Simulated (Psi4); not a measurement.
Br3Ga (SMILES [Br][Ga]([Br])[Br]), singlet, at a GFN2-xTB geometry (such geometries of metal compounds can be far from the true shape).

Here is a job for Psi4.
```
memory 2 GB

molecule mol {
0 1
  Ga    0.000000   -0.000000    0.000000
  Br    2.170325   -0.332258   -0.664246
  Br   -0.774229   -0.982708    1.922702
  Br   -1.396096    1.314966   -1.258456
}

set basis cc-pvtz
set reference rks

energy('b3lyp')
print_variables()
```

Q: What is the computed nuclear repulsion energy (Psi4 with B3LYP/cc-pVTZ)?

A: 1240.3649 Eh

Q: Estimate the dipole moment that B3LYP/cc-pVTZ returns for this input.

A: 0.00 D

Q: Predict the total energy from B3LYP/cc-pVTZ.

A: -9647.8012 Eh

Q: Predict the number of basis functions from B3LYP/cc-pVTZ.

A: 172
